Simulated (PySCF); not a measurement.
C7H2F4N2O2, SMILES Fc1ccc(-c2nnc(C(F)(F)F)o2)o1. Heavy atoms are numbered as in [F:1][c:2]1[cH:3][cH:4][c:5](-[c:6]2[n:7][n:8][c:9]([C:10]([F:11])([F:12])[F:13])[o:14]2)[o:15]1. Hydrogens are named by the atom that carries them.

Geometry: B3LYP-D3(BJ)/def2-SVP. The structure was generated by enumeration, and PubChem lists no compound with its InChIKey, so it may never have been made. The values are those of a single conformer.

Level of theory: PBE/pcSseg-1 (PySCF).

GIAO shieldings, no solvent; atoms alike by connectivity are averaged. δ = σ(ref) − σ: ¹⁹F against CFCl3 (σ = 133.6 ppm); ¹³C against TMS (σ = 182.0 ppm); ¹⁵N against NH3 (σ = 267.0 ppm); ¹⁷O against H2O (σ = 334.3 ppm); ¹H against TMS (σ = 31.49 ppm), references at their B3LYP-D3(BJ)/def2-TZVP geometries, non-relativistic.

```csv
atoms,nucleus,count,δ (ppm)
F11,¹⁹F,3,(withheld)
F1,¹⁹F,1,(withheld)
C2,¹³C,1,(withheld)
C6,¹³C,1,161.8
C9,¹³C,1,158.2
C5,¹³C,1,136.0
C10,¹³C,1,131.9
C4 (CH),¹³C,1,124.6
C3 (CH),¹³C,1,(withheld)
N8,¹⁵N,1,367.6
N7,¹⁵N,1,344.7
O14,¹⁷O,1,322.6
O15,¹⁷O,1,(withheld)
H on C4,¹H,1,(withheld)
H on C3,¹H,1,(withheld)
```

### Question
Some entries are withheld; supply them. (Estimate from the structure and the level; the computed values follow.)

### Answer

- F11, δ (ppm): -98.9
- H on C3, δ (ppm): 6.11
- O15, δ (ppm): 291.2
- C3 (CH), δ (ppm): 93.1
- F1, δ (ppm): -130.7
- H on C4, δ (ppm): 7.88
- C2, δ (ppm): 168.8
